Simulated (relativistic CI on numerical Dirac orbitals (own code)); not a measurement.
**S V: sensitivity of the levels to the model**

Base calculation: Dirac-Coulomb-Breit CI, separate exchange-only KLI orbitals for each configuration, QED by a radiative potential, valence Slater integrals scaled by 0.85, P86 correlation energy added to each configuration.

CI space (outside the closed core [Ne]): 3s², 3s3p, 3p², 3s3d, 3d², 3p3d, 3p4s, 3s4s, 3s4p, 3s4d, 3s4f, 3d4s, 3s5s, 3s5p, 3s5d, 4s², 3s5f, 3s5g, 3s6s, 3s6p, 3s6d. Levels of other configurations are missing.

Variants: (1) Slater integrals left unscaled; (2) self-excluded LDA correlation estimate; (3) non-relativistic limit; (4) one mean potential for all configurations. Shifts of the energy above 3s² ¹S0, in cm⁻¹, for the lowest level and the first level of each name with at least 55 % of one term (blank where a level changes its place among those of its configuration and J or its character, or is not in the variant):

| Level | Base | Δ(1) | Δ(2) | Δ(3) | Δ(4) | Measured |
| --- | --- | --- | --- | --- | --- | --- |
| 3s² ¹S0 | 0 | 0 | 0 | 0 | 0 | 0 |
| 3s3p ³P°0 | 81648 | +107 | -7 | -513 | +61 | 83024 |
| 3s3p ³P°1 | 82006 | +110 | -7 | -872 | +60 | 83394 |
| 3s3p ³P°2 | 82749 | +114 | -7 | -1614 | +60 | 84155 |
| 3s3p ¹P°1 | 123765 | +6045 | +9 | -1327 | +158 | 127151 |
| 3p² ¹D2 | 194023 | -1253 | +92 | -2332 | -6 | 193739 |
| 3p² ³P0 | 199150 | +997 | +58 | -1862 | +44 | 199967 |
| 3p² ³P1 | 199546 | +993 | +58 | -2258 | +44 | 200371 |
| 3p² ³P2 | 200309 | +984 | +59 | -3021 | +44 | 201146 |
| 3p² ¹S0 | 232962 | +6435 | +77 | -2628 | +22 | 235350 |
| 3s3d ³D2 | 235103 | +1844 | +197 | -1560 | +28 | 234947 |
| 3s3d ³D1 | 235104 | +1844 | +197 | -1560 | +27 | 234942 |
| 3s3d ³D3 | 235106 | +1844 | +197 | -1562 | +29 | 234956 |
| 3s3d ¹D2 | 270868 | +8822 | +199 | -1816 | +82 | 270700 |
| 3s4s ³S1 | 312007 | +2267 | +4695 | -876 | +590 | 311595 |
| 3s4s ¹S0 | 321688 | +4066 | +4691 | -904 | +511 | 320108 |
| 3p3d ³F°2 | 323645 | -546 | +269 | -2383 | +240 | 323133 |
| 3p3d ³F°3 | 324050 | -547 | +269 | -2787 | +243 | 323547 |
| 3p3d ³F°4 | 324570 | -547 | +269 | -3307 | +247 | 324080 |
| 3p3d ¹D°2 | 328417 | +321 | +265 | -2959 | +218 | 328454 |
| 3p3d ³P°2 | 344519 | +3428 | +267 | -2685 | +65 | 345338 |
| 3p3d ³P°1 | 344896 | +3429 | +268 | -3063 | +65 | 345713 |

At this charge configurations can still be misplaced by up to about 7 % of their energy. 62 of the 69 excited levels that our extract of the measured tables holds in this range could be paired (the sources list more); they are missed by 1319 cm⁻¹ on average and 3458 at most, and levels without a partner can miss by more.

Measured levels: NIST levels in Podobedova, Kelleher and Wiese, J. Phys. Chem. Ref. Data 38, 171 (2009); Martin, Zalubas and Musgrove, J. Phys. Chem. Ref. Data 19, 821 (1990).

Ionisation energy from the two ground configurations alone: base 71.76 eV; self-excluded LDA correlation estimate 72.45 eV. The NIST ASD value (measured) is 72.5945 eV.
